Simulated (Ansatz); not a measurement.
Ansatz results at the PBE0-D4/def2-TZVP geometry: LUMO energy (ωB97M-V/def2-TZVPP) -0.92 eV; size of the dipole moment (B3LYP/def2-TZVPP) 3.37 D; HOMO energy (PBE/def2-TZVPP) -6.63 eV.

(1) Which molecule gave them?
A. `[CH3][Ge]([F])([F])[AlH2]`
B. `O[Si]1(Br)CC1`
C. `[BH2][Al]1[SiH2][S]1`
D. `C[BH][AlH][OH]`

Results:

(1) A. The others give `C[BH][AlH][OH]`: 0.19, 0.50, -5.86; `[BH2][Al]1[SiH2][S]1`: -1.12, 2.18, -5.64; `O[Si]1(Br)CC1`: 1.73, 1.10, -5.79.

B3LYP here is the variant with VWN-RPA as its local correlation; programs differ in this.
